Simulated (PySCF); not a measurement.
H₃NPb, singlet, geometry from GFN2-xTB (such geometries of metal compounds can be far from the true shape) (core potentials on Pb). Base run: LC-WPBE/def2-SVP, TDA run with PySCF.

The PySCF input:
```python
from pyscf import gto, scf, dft, tdscf

mol = gto.M(
    atom='''
Pb   -0.058183    0.136343    0.163075
H    -0.741458    1.304002   -1.088525
N     0.572957   -1.297445   -1.275700
H     0.468664   -1.229658   -2.273509
H     1.033068   -2.172345   -1.080177
''',
    basis='def2-svp',
    ecp={'Pb': 'def2-svp'},
    charge=0,
    spin=0,
    verbose=4,
)

mf = dft.RKS(mol)
mf.xc = 'lc_wpbe'
mf.kernel()
td = mf.TDA()
td.nstates = 5
td.kernel()
td.analyze(verbose=3)
```

Each row names what was changed in the base input (with any setting that the change needs).

```json
[
 {"change": "base", "first excitation (eV)": "3.56", "oscillator strength of the first": "0.026", "second (eV)": "5.18", "core-seconds (rough)": "20"},
 {"change": "conv_tol = 1e-3", "first excitation (eV)": "3.56", "oscillator strength of the first": "0.026", "second (eV)": "5.18", "core-seconds (rough)": "20"},
 {"change": "functional = m062x", "first excitation (eV)": "3.53", "oscillator strength of the first": "0.022", "second (eV)": "4.99", "core-seconds (rough)": "30"},
 {"change": "nstates = 10", "first excitation (eV)": "3.56", "oscillator strength of the first": "0.026", "second (eV)": "5.18", "core-seconds (rough)": "30"},
 {"change": "functional = wb97x", "first excitation (eV)": "3.47", "oscillator strength of the first": "0.023", "second (eV)": "5.00", "core-seconds (rough)": "30"},
 {"change": "functional = camb3lyp", "first excitation (eV)": "3.46", "oscillator strength of the first": "0.021", "second (eV)": "4.90", "core-seconds (rough)": "30"},
 {"change": "functional = bhandhlyp", "first excitation (eV)": "3.57", "oscillator strength of the first": "0.026", "second (eV)": "4.93", "core-seconds (rough)": "20"},
 {"change": "states = triplets", "first excitation (eV)": "2.68", "oscillator strength of the first": "-", "second (eV)": "3.48", "core-seconds (rough)": "30"},
 {"change": "nstates = 15", "first excitation (eV)": "3.56", "oscillator strength of the first": "0.026", "second (eV)": "5.18", "core-seconds (rough)": "40"},
 {"change": "response = full linear response", "first excitation (eV)": "3.50", "oscillator strength of the first": "0.019", "second (eV)": "4.97", "core-seconds (rough)": "70"}
]
```

An iterative solver can miss low states, so a row lists the states that it found.
